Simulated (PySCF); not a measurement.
MoO2, SMILES [O]=[Mo]=[O] (connectivity only; charge and spin as stated), neutral, multiplicity 3.

Coordinates come from a B3LYP-D3(BJ)/def2-TZVP optimisation. The multiplicity is an assumed one; other spin states were not compared. The def2 effective core potentials stand for the cores of Mo; spin–orbit coupling is left out.

Level of theory: PySCF 2.14.0 with TDA-PBE/def2-TZVPD.

Vertical excitations. Gas-phase values at a fixed geometry.

Give excitation energies, oscillator strengths and character. (An estimate is asked for; the answer gives what the named calculation found.)


```csv
state,energy (eV),λ (nm),f,main pairs
root 1,0.75,1655,0.003,α HOMO→LUMO 100 %
root 2,1.40,888,0.013,α HOMO−1→LUMO 99 %
root 3,2.19,566,0.000,α HOMO→LUMO+1 97 %
root 4,2.44,508,0.000,α HOMO−1→LUMO+1 99 %
root 5,3.05,407,0.002,"α HOMO−2→LUMO 87 %, β HOMO→LUMO+1 11 %"
root 6,3.45,360,0.000,α HOMO→LUMO+2 99 %
root 7,3.59,345,0.000,β HOMO→LUMO 99 %
root 8,3.85,322,0.000,"α HOMO−1→LUMO+2 38 %, β HOMO→LUMO+1 56 %"
root 9,3.87,321,0.000,β HOMO→LUMO+2 100 %
root 10,4.07,304,0.041,"α HOMO−1→LUMO+2 59 %, β HOMO→LUMO+1 29 %"
```
Unrestricted roots are not spin-pure.
